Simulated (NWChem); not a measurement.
# Ionisation of boroxine (H₃B₃O₃)

SMILES: B1OBOBO1
```xyz
9

B      0.0000     0.0000     1.3808
O     -1.1845     0.0000     0.6839
B     -1.1957     0.0000    -0.6904
O      0.0000     0.0000    -1.3678
B      1.1957     0.0000    -0.6904
O      1.1845     0.0000     0.6839
H      0.0000     0.0000     2.5805
H     -2.2347     0.0000    -1.2902
H      2.2347     0.0000    -1.2902
```
Charge 0, spin multiplicity 1.

The numbers come from NWChem runs, not from measurements. The geometry was optimised at B3LYP/def2-SVP, a minimum by its harmonic frequencies. It is one conformer; others weren't searched.

Basis set: def2-SVP. −ε marks an orbital energy of the parent.

B3LYP has NWChem's definition, with VWN1-RPA local correlation.

Task: Order these methods by the first vertical ionisation energy they give, lowest first: −ε(HOMO) of HF, −ε(HOMO) of B3LYP, −ε(HOMO) of BP86, −ε(HOMO) of PBE.

Result: −ε(HOMO) of PBE (7.93 eV), −ε(HOMO) of BP86 (8.04 eV), −ε(HOMO) of B3LYP (9.31 eV), −ε(HOMO) of HF (13.66 eV)
